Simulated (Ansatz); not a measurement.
Z-matrix (Å, degrees):
```
Si
Si 1 2.337
H 1 1.488 2 109.4
H 1 1.488 2 109.8 3 118.9
H 1 1.488 2 111.6 3 -120.4
Ge 2 2.382 1 109.4 3 -58.0
H 2 1.489 1 110.4 3 179.8
H 2 1.490 1 109.4 3 60.7
Si 6 2.381 2 108.7 1 51.4
H 6 1.541 2 110.0 1 -69.5
H 6 1.541 2 110.2 1 171.5
Ge 9 2.379 6 109.5 2 48.5
H 9 1.489 6 110.9 2 170.1
H 9 1.489 6 109.0 2 -70.7
H 12 1.538 9 111.6 6 177.9
H 12 1.538 9 110.2 6 57.2
H 12 1.538 9 109.9 6 -61.8
```

Charge 0, multiplicity 1.

(1) List the ωB97M-V/def2-TZVPP orbital energies in eV (the Gaussian-basis code of Ansatz). (Best estimate.)

Answers

(1) The calculation gave: Occupied: -10866.41, -10866.40, -1807.11, -1806.99, -1806.94, -1362.29, -1362.29, -1210.01, -1210.01, -1210.01, -1210.01, -1210.01, -1210.00, -174.04, -174.02, -148.21, -148.11, -148.06, -123.28, -123.27, -123.27, -123.26, -123.26, -123.25, -102.32, -102.31, -102.30, -102.22, -102.21, -102.20, -102.16, -102.16, -102.16, -36.08, -36.08, -36.06, -36.05, -36.05, -36.03, -36.01, -36.01, -36.00, -35.99, -19.55, -18.68, -17.94, -16.77, -15.93, -12.95, -12.78, -12.28, -12.07, -11.94, -11.82, -11.68, -11.25, -10.49, -9.94, -9.72. Lowest empty: 1.32, 1.44, 1.50, 1.82, 1.84, 2.08, 2.21, 2.38.
